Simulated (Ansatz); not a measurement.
Relaxation of H7O2PSi (11 atoms, charge 0, multiplicity 1), to a largest force component of 0.03 eV/Å in at most 50 steps.

Computed with RKS PBE-D4/cc-pVDZ (Ansatz 0.2.0).

```xyz
11
Properties=species:S:1:pos:R:3
Si -0.163 0.000 -0.039
H -0.171 0.126 1.435
H 1.216 -0.082 -0.609
O -0.783 1.391 -0.794
H -1.751 1.470 -0.678
O -1.151 -1.318 -0.483
H -1.453 -1.840 0.283
P 1.645 -2.521 1.351
H 0.693 -2.789 0.291
H 2.530 -1.811 0.453
H 0.966 -1.323 1.749
```

**Question.** Where does it end, and by what steps?

**Answer.** The run converged. The force dipped under the threshold on the way, but the program's further checks kept it going. After 13 steps the energy has fallen by 0.233 eV; H11 moved furthest, 1.13 Å.

```csv
step,energy less start (eV),largest force component (eV/Å),accepted
0,0.0000,0.822,yes
1,-0.1523,0.300,yes
2,-0.1974,0.135,yes
3,-0.2109,0.240,yes
4,-0.2130,0.239,yes
5,-0.2205,0.138,yes
6,-0.2263,0.113,yes
7,-0.2307,0.062,yes
8,-0.2309,0.196,yes
9,-0.2293,0.291,no
10,-0.2323,0.073,yes
11,-0.2329,0.030,yes
12,-0.2333,0.039,yes
13,-0.2334,0.016,yes
```

```xyz
11
Properties=species:S:1:pos:R:3
Si -0.350 0.243 -0.194
H -0.456 0.506 1.293
H 1.048 0.252 -0.722
O -1.133 1.472 -1.063
H -2.015 1.711 -0.722
O -0.946 -1.320 -0.524
H -1.701 -1.576 0.039
P 1.915 -3.062 1.372
H 0.762 -2.699 0.578
H 2.789 -2.226 0.579
H 1.667 -1.998 2.321
```

The run took 24 s on 2 threads of Arm Neoverse V2, with other jobs on the host, peak memory 0.14 GiB.
